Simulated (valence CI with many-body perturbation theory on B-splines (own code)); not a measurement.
## Energy levels of Ca6+

Calculated by valence CI with perturbative core correlation (CI+MBPT): four valence electrons over a frozen Dirac-Fock core [Ne], a basis of 11 s, 11 p, 10 d, 8 f, 5 g, 2 h functions for each j, with the one-electron correlation potential Σ1, the two-electron term Σ2, the three-electron term Σ3, Breit, model QED; selected CI, second order for the rest, scaled by the run's own slope (own B-spline code, finite nucleus).

Set against measurement, 21 paired levels are off by 125 cm⁻¹ on average, the worst by 402. These come from a selection out of Sugar and Corliss, J. Phys. Chem. Ref. Data 8, 865 (1979). Levels without a partner in it may be off by more. Among the levels kept, up to 650 cm⁻¹ of a level comes from second order outside the variational space, and about a tenth of that is noise between levels of different J, which matters for small intervals.

Levels 91 to 135 of 177, with energies above the lowest level, 3s²3p² ³P_0. "Leading %" is the weight of the configuration and term that name the level; weights of strongly mixed levels are sums over their largest components and can fall short. In the jj column 3d3/2^4 stands for four electrons in 3d with j = 3/2. Lifetimes count E1, E2, E3, M1 and M2 decay at the calculated energies, and are blank where another channel may lead or the interval is too uncertain; long ones can be off by a factor of two.

```
No.  Configuration  Term  J  E (eV)  Leading %  Lifetime                   Leading jj
 91        3s3p²3d    ¹F  3  67.282         92   17.1 ps  3s 3p1/2 3p3/2 3d5/2 (40 %)
 92        3s²3p4p    ¹P  1  67.543         73    105 ps      3s^2 3p1/2 4p1/2 (57 %)
 93        3s²3p4p    ³D  1  68.063         76    126 ps      3s^2 3p1/2 4p1/2 (32 %)
 94        3s²3p4p    ³D  2  68.183         90    129 ps      3s^2 3p1/2 4p3/2 (62 %)
 95        3s²3p4p    ³D  3  68.552         93    135 ps      3s^2 3p3/2 4p3/2 (93 %)
 96        3s²3p4p    ³P  0  68.597         88   61.3 ps      3s^2 3p1/2 4p1/2 (66 %)
 97        3s²3p4p    ³P  1  68.723         81   62.3 ps      3s^2 3p1/2 4p3/2 (44 %)
 98         3s²3d²    ³F  2  68.900         70   23.8 ps          3s^2 3d3/2^2 (44 %)
 99         3s²3d²    ³F  3  68.920         75   23.6 ps      3s^2 3d3/2 3d5/2 (75 %)
100         3s²3d²    ³F  4  68.933         75   23.9 ps          3s^2 3d5/2^2 (60 %)
101        3s²3p4p    ³P  2  68.934         77   52.5 ps      3s^2 3p3/2 4p3/2 (40 %)
102        3s3p²3d    ¹D  2  69.263         56   21.4 ps      3s^2 3p3/2 4p3/2 (22 %)
103        3s²3p4p    ³S  1  69.325         88    128 ps      3s^2 3p3/2 4p3/2 (41 %)
104          3p³3d   ¹S°  0  70.411         71   1.91 ns   3p1/2 3p3/2^2 3d5/2 (42 %)
105        3s²3p4p    ¹D  2  70.545         58   46.0 ps      3s^2 3p3/2 4p3/2 (24 %)
106         3s²3d²    ¹G  4  70.561         74   50.6 ps      3s^2 3d3/2 3d5/2 (59 %)
107          3p³3d   ³F°  2  71.216         71    427 ps   3p1/2 3p3/2^2 3d3/2 (25 %)
108          3p³3d   ³F°  3  71.299         71    412 ps   3p1/2 3p3/2^2 3d3/2 (27 %)
109          3p³3d   ³F°  4  71.418         72    419 ps   3p1/2 3p3/2^2 3d5/2 (58 %)
110         3s²3d²    ³P  0  71.492         69   21.1 ps          3s^2 3d3/2^2 (40 %)
111         3s²3d²    ³P  1  71.521         70   21.2 ps      3s^2 3d3/2 3d5/2 (70 %)
112         3s²3d²    ³P  2  71.558         69   21.6 ps      3s^2 3d3/2 3d5/2 (37 %)
113          3p³3d   ³D°  2  71.647         75    197 ps   3p1/2 3p3/2^2 3d3/2 (40 %)
114          3p³3d   ³D°  3  71.651         74    192 ps   3p1/2 3p3/2^2 3d5/2 (44 %)
115          3p³3d   ³D°  1  71.666         77    199 ps   3p1/2 3p3/2^2 3d3/2 (34 %)
116        3s²3p4p    ¹S  0  71.872         85   57.7 ps      3s^2 3p3/2 4p3/2 (67 %)
117         3s²3d²    ¹D  2  72.084         56   19.8 ps          3s^2 3d5/2^2 (30 %)
118          3p³3d   ⁵D°  0  72.277         98   63.8 ps   3p1/2 3p3/2^2 3d3/2 (55 %)
119          3p³3d   ⁵D°  1  72.282         98   63.9 ps   3p1/2 3p3/2^2 3d3/2 (47 %)
120          3p³3d   ⁵D°  2  72.292         98   64.2 ps   3p1/2 3p3/2^2 3d3/2 (39 %)
121          3p³3d   ⁵D°  3  72.309         97   64.6 ps   3p1/2 3p3/2^2 3d5/2 (39 %)
122          3p³3d   ⁵D°  4  72.326         97   64.9 ps   3p1/2 3p3/2^2 3d5/2 (52 %)
123          3p³3d   ³G°  3  73.192         72    372 ps   3p1/2 3p3/2^2 3d3/2 (31 %)
124          3p³3d   ³G°  4  73.230         72    372 ps   3p1/2 3p3/2^2 3d3/2 (34 %)
125          3p³3d   ³G°  5  73.278         72    373 ps   3p1/2 3p3/2^2 3d5/2 (72 %)
126          3p³3d   ¹D°  2  75.142         68    192 ps   3p1/2 3p3/2^2 3d5/2 (21 %)
127          3p³3d   ¹G°  4  75.476         87    201 ps   3p1/2 3p3/2^2 3d3/2 (36 %)
128        3s3p3d²   ⁵G°  2  76.609         99    199 ps      3s 3p1/2 3d3/2^2 (50 %)
129        3s3p²4s    ⁵P  1  76.665         98   65.3 ps     3s 3p1/2 3p3/2 4s (40 %)
130        3s3p3d²   ⁵G°  3  76.681         99    199 ps  3s 3p1/2 3d3/2 3d5/2 (44 %)
131        3s3p3d²   ⁵G°  4  76.778         99    199 ps  3s 3p1/2 3d3/2 3d5/2 (37 %)
132         3s²3d²    ¹S  0  76.778         70   21.6 ps          3s^2 3d5/2^2 (42 %)
133        3s3p²4s    ⁵P  2  76.853         98   65.5 ps     3s 3p1/2 3p3/2 4s (84 %)
134        3s3p3d²   ⁵G°  5  76.902         99    199 ps  3s 3p3/2 3d3/2 3d5/2 (58 %)
135        3s3p3d²   ⁵G°  6  77.055         99    199 ps      3s 3p3/2 3d5/2^2 (79 %)
```

Names give the largest LS component (configuration and term), which can be under half, so a name can repeat, a term be missing and a line seem to break the LS rules; names also repeat where a configuration has a term twice.

Where two levels of one J and parity lie close, their mixing, g and order are uncertain.
